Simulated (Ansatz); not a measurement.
Reaction (atomization): `B1N[SiH2][SiH2]1` → B• + 6 H• + N• + 2 Si•

Program: Ansatz. Geometries: PBE0-D4/def2-TZVP. ΔE: electronic, gas phase. CCSD(T)/CBS is the MP2 limit (def2-TZVPP, def2-QZVPP) plus CCSD(T) − MP2 in def2-TZVPP, frozen cores. This one scheme is used for every species, atoms too. DFT in def2-TZVPP. Open shells (•) are unrestricted, without spin–orbit coupling. Spin–orbit coupling would lower the free atoms: a little for B, Si.

**Question.** What is ΔE at CCSD(T)/CBS? (Estimate.)

**Answer.** The calculation gave: +794.2 kcal/mol.

**Question.** What do these levels give: LDA (SPW92), B97M-V, ωB97M-V, B2PLYP, r2SCAN, LC-ωPBE, MP2/def2-SVP, MP2/def2-TZVPP, CCSD/def2-TZVPP, HF/CBS(def2), MP2/CBS(def2), CCSD/CBS(def2)? (Best estimate.)

**Answer.** Computed: LDA (SPW92) 894.7, B97M-V 802.3, ωB97M-V 799.1, B2PLYP 786.3, r2SCAN 795.9, LC-ωPBE 792.0, MP2/def2-SVP 744.8, MP2/def2-TZVPP 775.9, CCSD/def2-TZVPP 761.4, HF/CBS(def2) 589.8, MP2/CBS(def2) 798.1, CCSD/CBS(def2) 783.6 kcal/mol.

Largest T1 diagnostic among the species: 0.015.

In def2-TZVPP, CCSD(T) changes the Hartree–Fock value by +183.8 kcal/mol (the triples alone add +10.5 kcal/mol) and MP2 by +187.7 kcal/mol; breaking electron pairs costs correlation energy, which Hartree–Fock lacks. At CCSD(T), def2-SVP lies −52.0 kcal/mol from the extrapolated value and def2-TZVPP −22.2 kcal/mol: correlation converges slowly with the basis, and small sets miss more of it in the bonded molecule than in its fragments.

For atomizations the MP2-based limit and the directly extrapolated one differ by several kJ/mol either way, and by 10 to 25 for some Ge, Se and Sn compounds, so smaller differences from it don't rank the levels.
